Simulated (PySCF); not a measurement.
# Ionising NaTl

PBE; Na def2-SVPD, Tl def2-SVPD with ECP60; scalar-relativistic core potentials (PySCF 2.14). Neutral (UKS): singlet (closed shell), Re = 3.282 Å, ωe = 130 cm⁻¹, De = 0.87 eV, HOMO -2.89 eV, LUMO -2.35 eV.

NaTl⁺ (UKS): doublet (σ ↑), Re = 3.681 Å, ωe = 82.2 cm⁻¹. The energies at the minima are -334.66243 hartree for NaTl and -334.48044 for NaTl⁺.

**Question.** Work out the adiabatic ionisation energy, without and with harmonic zero-point energies (1 hartree = 27.2114 eV, 1 eV = 8065.5 cm⁻¹), and the change of the bond length.

**Answer.** At PBE: 0.18199 hartree = 4.952 eV between the minima; the zero-point term (82.2 − 130.0)/2 cm⁻¹ = -0.003 eV makes it 4.949 eV. Re changes by +39.9 pm against the neutral. Minus the HOMO energy is 2.89 eV, -2.06 eV from the value between the minima; self-interaction puts the Kohn–Sham level too high, less so with exact exchange. The electron leaves a σ orbital, and the longer bond of the ion fits a bonding orbital, or a change in how ionic the bond is.

Closed-shell solutions of metal pairs were not tested for spin polarisation, which can lower them a little. These are scalar-relativistic numbers at best; spin–orbit coupling would shift them, the dissociation energy most. States were picked by a PBE0 search and need not be the measured ground states.
